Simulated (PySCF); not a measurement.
# Spinor energies of Dy³²⁺ (dysprosium, charge +32)

Start: [Ar] 3d10 4s2 4p4; 4p1/2 filled at m_j = -1/2, +1/2; 4p3/2 filled at m_j = +1/2, +3/2. Calculated with PySCF 2.14 in an even-tempered Gaussian basis (17 s from 3.1 bohr⁻², ratio 2.8; 13 p from 4.1 bohr⁻², ratio 2.8; 8 d from 7.2 bohr⁻², ratio 2.8; 4 f from 20 bohr⁻², ratio 3): generalised Hartree-Fock with the X2C-1e Hamiltonian and a Gaussian nucleus; one run each with spin-orbit coupling (SO) switched off, then screened by Boettger's factors.

| spinor shell | electrons | ε, spin-free (eV) | ε, screened SO (eV) | weight of nominal j (screened SO) | rms radius, screened SO (bohr) |
| --- | --- | --- | --- | --- | --- |
| 1s1/2 | 2 | -55311.5 | -55298.5 | 1.000 | 0.0240 |
| 2s1/2 | 2 | -10368.7 | -10363.7 | 1.000 | 0.0970 |
| 2p1/2 | 2 | -9337.7 | -9903.5 | 1.000 | 0.0829 |
| 2p3/2 | 4 | -9337.7 | -9095.7 | 1.000 | 0.0895 |
| 3s1/2 | 2 | -3275.1 | -3272.7 | 1.000 | 0.247 |
| 3p1/2 | 2 | -2950.1 | -3073.4 | 1.000 | 0.238 |
| 3p3/2 | 4 | -2950.1 | -2895.1 | 1.000 | 0.251 |
| 3d3/2 | 4 | -2539.8 | -2561.2 | 1.000 | 0.223 |
| 3d5/2 | 6 | -2539.8 | -2522.5 | 1.000 | 0.226 |
| 4s1/2 | 2 | -1453.8 | -1452.9 | 1.000 | 0.524 |
| 4p1/2 | 2 | -1337.3 | -1371.3 | 0.997 | 0.525 |
| 4p3/2 | 2 | -1337.3 | -1321.4 | 0.998 | 0.546 |

| quantity | spin-free | screened SO |
| --- | --- | --- |
| E (hartree) | -11593.39109 | -11603.48708 |
| M_J | 2 | 2 |
| ⟨J²⟩ | 6.001 | 6.005 |
| ⟨L²⟩ | 2.001 | 3.192 |
| ⟨S²⟩ | 2.000 | 1.463 |

Each row is a mean over spinors that exchange with the open shell spreads, by up to 15.238 eV (4s1/2).

Breit and QED terms are absent; they matter most for the inner s and p1/2 levels.

Densities and radii are taken from the X2C orbitals without a picture-change correction, which distorts them close to the nucleus.

Without spin-orbit coupling the j labels of p, d and f shells carry no meaning; the spin-free column gives the mean over the occupied spinors of each nl shell.
